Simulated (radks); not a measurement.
The numbers below are computed, except where a source is named.
The indium ion In31+, 18 electrons, occupied as [Ne] 3s2 3p5 4p1 (not the ground configuration).

Level of theory: scalar-relativistic Kohn-Sham, SOGGA, spin-unpolarised, spherical densities, finite nucleus; Fermi nuclear charge, rms radius 4.6156 fm (a radial shooting solver on a logarithmic mesh with Libxc functionals).

Energy parts (eV):
| part | energy |
|---|---|
| total | -140022.114 |
| kinetic | 146748.057 |
| electron-nucleus | -307677.976 |
| Hartree | 23693.442 |
| exchange-correlation | -2785.638 |

Orbitals (lengths in bohr, moments of r in powers of bohr; r(max) is where P^2 peaks; r(90%) holds 90 % of the orbital's charge):
orbital  occ.  eigenvalue (eV)  r(90%)   r(max)
1s          2        -29357.97  0.0534  0.01923
2s          2        -5734.504   0.196   0.1082
2p          6        -5321.998   0.180  0.08655
3s          2        -2103.003   0.459   0.2967
3p          5        -1971.421   0.455   0.2862
4p          1        -1011.848   0.864   0.6082

The highest occupied level is 4p at -1011.8 eV. The density falls to 0.001 e/bohr^3 at r = 1.27 bohr.
